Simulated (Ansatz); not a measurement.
A set of 12 reactions (bond dissociation), with CCSD(T)/CBS values in kJ/mol:

```csv
reaction,ΔE
`[CH3][Ga]([CH3])[SiH3]` → `[CH3]`• + `[CH3][Ga][SiH3]`•,335.0
`BO[SiH2][SiH2]O` → `B[O]`• + `O[SiH2][SiH2]`•,451.9
`[NH2][In]([OH])[BH]S` → `[BH]S`• + `[NH2][In][OH]`•,303.6
`[NH2][AlH][O]CF` → `[NH2][AlH]`• + `[O]CF`•,516.8
`[NH2][GaH][AsH2]` → `[AsH2]`• + `[NH2][GaH]`•,294.3
`CO[SiH2]S[SiH2]F` → `F[SiH2][S]`• + `CO[SiH2]`•,409.3
`C[CH2][Al]([F])[Cl]` → `C[CH2][Al][Cl]`• + F•,674.1
`CC(C)C(F)F` → `C[CH]C`• + `F[CH]F`•,420.8
`C=[CH][Al]([CH3])[OH]` → `C=[CH][Al][CH3]`• + `[OH]`•,570.5
`[CH3][Ga]([CH3])[SiH3]` → `[CH3][Ga][CH3]`• + `[SiH3]`•,310.0
`C[C](C)(C)[Sn]([Cl])([Cl])[Cl]` → `C[C](C)C`• + `[Cl][Sn]([Cl])[Cl]`•,294.6
`C[O][Sb]([SiH3])[Cl]` → `C[O]`• + `[SiH3][Sb][Cl]`•,308.6
```

Isolated molecules relaxed with PBE0-D4/def2-TZVP in Ansatz; ΔE leaves out vibrations. CCSD(T)/CBS is the MP2 limit (def2-TZVPP, def2-QZVPP) plus CCSD(T) − MP2 in def2-TZVPP, frozen cores. This one scheme is used for every species, atoms too. Functionals use def2-TZVPP. Open shells (•) are unrestricted, without spin–orbit coupling. Spin–orbit coupling would lower the free atoms: a little for F. Elements past krypton have def2 core potentials. Bonds to As, Ga, In, Sb, Sn are less sure, by a few kJ/mol each and by 10 to 20 or more in all where they break to atoms, as the def2 sets lack core-valence functions. Scalar relativity is left out up to krypton. Each species was taken in one conformer, which may not be the lowest.

Q: Give the mean, mean absolute and largest difference (level minus CCSD(T)/CBS, kJ/mol) for: PBE-D4, B97M-V, r2SCAN0-D4, BHLYP-D4, ωB97M-V, B2PLYP, PBE, revPBE, BLYP, CAM-B3LYP, LC-ωPBE, CCSD/def2-SVP, SCS-MP2/def2-TZVPP, CCSD/CBS(def2). (Estimate.)

A: Computed: 
```json
{"level": "PBE-D4", "mean": "-31.6", "mean absolute": "31.6", "largest": "-62.9"}
{"level": "B97M-V", "mean": "-22.9", "mean absolute": "22.9", "largest": "-45.0"}
{"level": "r2SCAN0-D4", "mean": "-40.0", "mean absolute": "40.0", "largest": "-57.4"}
{"level": "BHLYP-D4", "mean": "-35.0", "mean absolute": "35.0", "largest": "-53.1"}
{"level": "ωB97M-V", "mean": "-11.1", "mean absolute": "11.1", "largest": "-26.6"}
{"level": "B2PLYP", "mean": "-26.9", "mean absolute": "26.9", "largest": "-51.9"}
{"level": "PBE", "mean": "-40.2", "mean absolute": "40.2", "largest": "-74.4"}
{"level": "revPBE", "mean": "-63.0", "mean absolute": "63.0", "largest": "-100.9"}
{"level": "BLYP", "mean": "-58.9", "mean absolute": "58.9", "largest": "-111.2"}
{"level": "CAM-B3LYP", "mean": "-32.4", "mean absolute": "32.4", "largest": "-69.5"}
{"level": "LC-ωPBE", "mean": "-27.8", "mean absolute": "27.8", "largest": "-49.5"}
{"level": "CCSD/def2-SVP", "mean": "-37.8", "mean absolute": "37.8", "largest": "-62.3"}
{"level": "SCS-MP2/def2-TZVPP", "mean": "2.1", "mean absolute": "8.1", "largest": "30.0"}
{"level": "CCSD/CBS(def2)", "mean": "-9.2", "mean absolute": "9.2", "largest": "-15.7"}
```

The largest T1 diagnostic in the set is 0.040, for `B[O]`• (customary mark 0.045).

CCSD(T)/CBS is a level of theory with its own doubt, and the functionals carry their triple-zeta basis error, so these figures describe this set and don't rank the functionals.
